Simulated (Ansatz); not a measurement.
`C[SiH](N)N` → NH₃ + `C[Si]N` at 400 K and 1 bar (silylene formation by 1,1-elimination).

Calculated with Ansatz (gas phase, PBE0-D4/def2-TZVP geometries, no zero-point term in ΔE). CBS: MP2 limit from def2 TZ/QZ plus the TZ coupled-cluster correction, frozen cores. This one scheme is used for every species. One conformer a species, not always the lowest.

| species | CCSD(T)/CBS energy (Eh) | H − E (kJ/mol) | S (J/(mol·K)) |
| --- | --- | --- | --- |
| `C[SiH](N)N` | -441.43339 | 291.5 | 370.5 |
| NH₃ | -56.50880 | 104.2 | 203.1 |
| `C[Si]N` | -384.84019 | 187.7 | 321.2 |

H − E and S are ideal-gas, rigid-rotor, harmonic terms from PBE0-D4/def2-TZVP, for one conformer and one mirror image of each species. 1 Eh = 2625.50 kJ/mol, R = 8.31446 J/(mol·K).

Task: By hand: ΔE, ΔH, ΔS and ΔG.

Result: ΔE = (-56.50880) + (-384.84019) − (-441.43339) = 0.08440 Eh = 221.6 kJ/mol. Δ(H − E) = 104.2 + 187.7 − 291.5 = 0.4, so ΔH = 222.0 kJ/mol. ΔS = 203.1 + 321.2 − 370.5 = 153.8 J/(mol·K). ΔG = 222.0 − 400 × (153.8)/1000 = 160.5 kJ/mol.

Task: By hand: the equilibrium constant, and the temperature at which ΔG would vanish if ΔH and ΔS stayed fixed.

Result: log₁₀ K = −ΔG/(RT ln 10) = -21.0. ΔG = 0 at ΔH/ΔS = 1443 K.

The number of gas molecules changes by +1, which sets the sign of ΔS. A doubt of 5 kJ/mol in ΔE shifts log₁₀ K by 0.7 here. Other conformers and mirror images would add mixing entropy, several J/(mol·K) or more a flexible species. Modes under 60 cm⁻¹, often nearly free rotors, make the harmonic entropy too high. These are equilibria of isolated gas molecules and say nothing of rates. Largest T1 diagnostic: 0.013 (customary marks: 0.02 for closed shells, 0.045 for open ones).
